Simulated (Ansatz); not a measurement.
C₂H₈ClPSi, SMILES `C[Si](C)(P)Cl`, relaxed with RKS PBE0-D4/def2-TZVP in Ansatz from a PBE-D4/def2-SVP geometry. The force threshold is 0.005 eV/Å; the program also tests the step.

Charge 0, multiplicity 1.

Start:

```xyz
13

C    -1.134    0.527    1.343
Si    0.290   -0.197    0.350
C     0.838    0.953   -1.036
P    -0.274   -2.292   -0.355
Cl    1.922   -0.459    1.648
H    -0.848    1.511    1.767
H    -1.411   -0.144    2.180
H    -2.026    0.671    0.698
H     1.149    1.935   -0.625
H     1.694    0.522   -1.591
H     0.006    1.120   -1.752
H    -1.092   -1.766   -1.423
H     0.887   -2.382   -1.205
```

Problem. How much energy does the relaxation release, and in how many steps? (Best estimate.)

Solution. Computed: 5.29 kJ/mol, in 11 steps, 2 of them rejected.

Problem. Which bonds change most? (Best estimate.)

Solution. The calculation gave: Si2–Cl5 from 2.102 to 2.074 Å; Si2–P4 from 2.281 to 2.254 Å; P4–H12 from 1.445 to 1.424 Å; P4–H13 from 1.442 to 1.421 Å.

Problem. Give the relaxed structure. (Best estimate.)

Solution. Ansatz gave: 
```xyz
13

C    -1.122    0.520    1.323
Si    0.291   -0.194    0.343
C     0.838    0.951   -1.020
P    -0.260   -2.267   -0.350
Cl    1.902   -0.451    1.624
H    -0.847    1.495    1.734
H    -1.393   -0.138    2.151
H    -2.001    0.652    0.686
H     1.132    1.920   -0.608
H     1.689    0.534   -1.560
H     0.023    1.110   -1.731
H    -1.113   -1.770   -1.376
H     0.862   -2.365   -1.217
```
